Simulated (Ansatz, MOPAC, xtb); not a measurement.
Spectroscopic constants of PO, multiplicity 2 (the spin of the measured ground state).

Constants: fifth-degree fit in 1/R to seven points, most abundant isotopes. Runs in def2 and cc sets follow the lowest solution found near the PBE0 minimum.

Codes used: Ansatz (a quantum-chemistry and plane-wave program) with Gaussian orbitals; MOPAC for AM1, PM3, PM6 (differences of heats of formation); xtb for the GFN methods.  The GFN methods have no spin term and hold the electronic entropy of 300 K.

```csv
level,r_e (Å),ω_e (cm⁻¹),ω_e x_e (cm⁻¹),α_e (cm⁻¹),D_e (eV),dipole (D)
AM1,1.436,1461,4.9,0.0032,-,-
PM3,1.458,1061,0.25,0.0038,-,-
PM6,1.478,1277,3.5,0.0027,-,-
GFN1-xTB,1.474,1293,4.1,0.0046,-,-
GFN2-xTB,1.455,1319,6.6,0.0060,-,-
SVWN5/def2-TZVPP,1.483,1237,5.7,0.0050,7.79,1.94
PBE/def2-TZVPP,1.497,1200,5.7,0.0050,6.63,1.90
r2SCAN/def2-TZVPP,1.482,1251,5.6,0.0049,6.14,1.93
B97M-V/def2-TZVPP,1.476,1268,5.7,0.0049,6.17,1.92
B3LYP/def2-TZVPP,1.480,1259,5.6,0.0049,6.22,2.11
PBE0/def2-TZVPP,1.474,1288,5.5,0.0047,5.99,2.05
BHLYP/def2-TZVPP,1.458,1349,5.4,0.0046,5.48,2.28
CAM-B3LYP/def2-TZVPP,1.469,1304,5.4,0.0047,6.23,2.19
wB97X-V/def2-TZVPP,1.472,1310,5.1,0.0045,6.30,2.12
wB97M-V/def2-TZVPP,1.473,1302,5.2,0.0046,6.30,2.17
B2PLYP/def2-TZVPP,1.487,1215,6.6,0.0054,6.19,-
```

D_e counts from each atom's lowest state at the same level, without counterpoise or zero-point energy.

Correlated levels freeze the cores. The state reached by AM1, PM3, PM6 isn't checked.

Measured for the ground state: r_e 1.476 Å [NIST CCCBDB]. ω_e 1233.3 cm-1, ω_e x_e 6.56 cm-1, B_e 0.73322 cm-1, α_e 0.0054662 cm-1 [Irikura, J. Phys. Chem. Ref. Data 36, 389 (2007)]. dipole 1.88 D [compilation of Liu, Meijer and Pérez-Ríos].
